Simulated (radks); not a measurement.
The numbers below are computed, except where a source is named.
Numerical settings for the bromine ion Br2+, [Ar] 3d10 4s2 4p3. Level of theory: scalar-relativistic Kohn-Sham, BLYP, spin-polarised, spherical densities, finite nucleus; open shells are filled with parallel spins first; Fermi nuclear charge, rms radius 4.1629 fm (a radial shooting solver on a logarithmic mesh with Libxc functionals). The defaults (mesh step 0.008 in ln r, mesh end at 40 bohr or more with all orbitals vanishing there, Anderson mixing 0.5 over 9 steps, residual threshold near 1e-9 with the energy settled to 1e-9 hartree or 1e-11 of itself, here a cap of 77 iterations) give E = -2605.6185 hartree and 4p at -29.096 eV in 19 iterations. Run on one thread of a shared host, so times are rough (Arm Neoverse N1): 0.26 s of CPU time, 0.26 s wall, 19 iterations on 2198 mesh points. Changes against that run (0 stands for a change within the tolerance of the run):

setting                    iterations  converged  E (mhartree)  e(4p) (meV)  CPU (s)
mesh step in ln r 0.08              4         no      diverged            -     0.03
mesh step in ln r 0.12              4         no      diverged            -     0.01
mesh step in ln r 0.02             16        yes             0            0     0.11
mesh end (bohr) 20                 19        yes             0            0     0.26
mesh end (bohr) 12                 19        yes             0            0     0.26
residual threshold 0.01            10        yes     +0.000258        +1.12     0.17
residual threshold 0.1             10        yes     +0.000258        +1.12     0.17
mixing 0.05                        38        yes             0            0     0.46
linear mixing, mixing 0.5          42         no      diverged            -     0.43
linear mixing, mixing 0.8          21         no      diverged            -     0.31
mixing history 2                   35        yes             0            0     0.39
iteration cap 3                     3         no           +30    -1.38e+03     0.06

No run marked as converged misses the energy by more than 1 mhartree. A mesh that ends early acts as a hard wall.
